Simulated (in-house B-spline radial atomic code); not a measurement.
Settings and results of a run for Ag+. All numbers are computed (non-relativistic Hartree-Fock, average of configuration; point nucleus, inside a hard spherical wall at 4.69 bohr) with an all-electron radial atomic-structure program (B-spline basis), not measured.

Command:
```bash
python run_scf.py task.json out
```
Settings:
```
Z                47
configuration    [Ar] 3d9 4s2 4p6 4d10 4f1
hamiltonian      nr
method           hf
spin_polarised   False
wall_radius      4.69
```

Output (hartree, bohr):
```
 radial grid: 44 intervals, B-splines of order 8, outer radius 4.69 bohr

 iter        energy (Eh)    residual
    1       -5176.106842    6.30e-01
    2       -5178.953699    3.54e-01
    3       -5182.655645    4.24e-02
    4       -5182.726638    7.97e-03
    5       -5182.729169    3.63e-03
    6       -5182.729746    9.02e-04
    7       -5182.729776    8.20e-05
    8       -5182.729776    9.43e-06
    9       -5182.729776    4.08e-07

 total energy                     -5182.72978
 kinetic                            5183.9382
 electron-nucleus                 -12306.7825
 electron-electron                  1940.1145

 orbital      occ     eigenvalue          <r>       <r^2>       <1/r>       r_max
 1s         2.000      -915.5299    0.0323866   0.0014034     46.4782     0.02144
 2s         2.000      -136.5831     0.140197   0.0230992     10.6021      0.1189
 2p         6.000      -126.8916     0.120016   0.0175293     10.5724     0.09343
 3s         2.000       -27.1402     0.376259    0.161603     3.81771      0.3418
 3p         6.000       -23.1615     0.368325     0.15715     3.72782      0.3289
 3d         9.000       -16.0440     0.343123    0.140656     3.55105      0.2726
 4s         2.000        -4.6385      0.92907    0.976262      1.4622      0.8365
 4p         6.000        -3.2915     0.992698      1.1263     1.35266      0.8726
 4d        10.000        -1.0731       1.2407     1.83702     1.08618      0.9888
 4f         1.000         0.3628      2.85215     8.69984     0.38748       3.027
```

Time taken, with all properties: 0.09 s on 1 thread of Arm Neoverse V1 (shared host).
